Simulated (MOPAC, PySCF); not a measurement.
H$_{2}$OS, SMILES `OS` (H–O–S–H torsion 91°), neutral singlet in the gas phase. 

Cartesian coordinates (Å):
```xyz
4

O     -0.7871    -0.1429     0.4296
S      0.6531     0.6676     0.1677
H     -1.2823    -0.1347    -0.3992
H      1.4155    -0.3876    -0.1947
```
Charge 0, spin multiplicity 1.

All levels are single points at this geometry (B3LYP-D3(BJ)/def2-TZVP); Pople sets use spherical d functions. Orbital energies aren't observables, and empty levels follow the basis.

M06-2X/6-31G* in PySCF gives dipole (D) = 1.90.

Task: Estimate the dipole (D) from each of these levels: B3LYP-D3(BJ)/def2-TZVP in PySCF; B3LYP/3-21G in PySCF; SVWN5/6-31G* in PySCF; HF/STO-3G in PySCF; AM1 in MOPAC; PM3 in MOPAC; PM6 in MOPAC; PM7 in MOPAC.

Result: 
| level | dipole (D) |
|---|---|
| B3LYP-D3(BJ)/def2-TZVP in PySCF | 1.75 |
| B3LYP/3-21G in PySCF | 2.14 |
| SVWN5/6-31G* in PySCF | 1.92 |
| HF/STO-3G in PySCF | 1.57 |
| AM1 in MOPAC | 1.88 |
| PM3 in MOPAC | 1.93 |
| PM6 in MOPAC | 1.90 |
| PM7 in MOPAC | 2.08 |
